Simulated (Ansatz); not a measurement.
Name a neutral molecule of C, Cl, Si and H with HOMO–LUMO gap (PBE/def2-TZVPP) between 4.80 and 5.10 eV and size of the dipole moment (ωB97M-V/def2-TZVPP) between 0.00 and 0.30 D (Ansatz, PBE0-D4/def2-TZVP geometry).

`Cl[SiH2]C#C[SiH2]Cl` (4.88 eV, 0.02 D). Other molecules can fit too; these were computed, each in one conformer that needn't be the lowest.
